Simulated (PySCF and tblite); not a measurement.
C5H9Br, numbered as in [Br:1][CH:2]1[CH2:3][CH2:4][CH2:5][CH2:6]1. Search: ETKDG and KDG, MMFF94s, GFN2-xTB, 60 starts; geometries at GFN2-xTB. Free energies are B3LYP-D3(BJ)/def2-SVP (IEF-PCM, chloroform) single points with GFN2-xTB rigid-rotor and vibrational terms (modes under about 100 cm⁻¹ blended into free rotors). Symmetry numbers and mirror images are counted. Conformers within 3 kcal/mol (GFN2-xTB free energy) were kept, 10 at most. GIAO shieldings: KT2/pcSseg-1 (IEF-PCM, chloroform). Couplings: B3LYP/6-31G* with pcJ-1 on H (gas phase; spin-dipole term only for pairs with B, N, F, Si or P). H–H couplings come out 0.1 to 0.9 Hz lower than with pcJ-1 on all atoms. Shifts are against TMS (¹H), TMS (¹³C) at the same level. Programs: PySCF with density fitting and tblite.

The 5-ring runs over atoms 2–3–4–5–6.

Two conformers hold nearly all the population. I: 5-ring envelope (ring torsions 24, 0, -24, 39, -39°); δ(H2) = 5.05 ppm. II: 5-ring envelope (ring torsions -25, 0, 25, -41, 41°); δ(H2) = 4.09 ppm. The average over the ensemble at 298.15 K is 4.75 ppm.

Problem. What populations and free-energy difference follow from a two-state model?

Solution. p(I) = (4.75 − 4.09)/(5.05 − 4.09) = 0.69, so K = p(II)/p(I) = 0.45 and G(II) − G(I) = −RT ln K = 0.47 kcal/mol. The weights computed directly are 68.7 % and 31.3 %.

Spin–orbit effects of the heavy atoms on shieldings are missing.
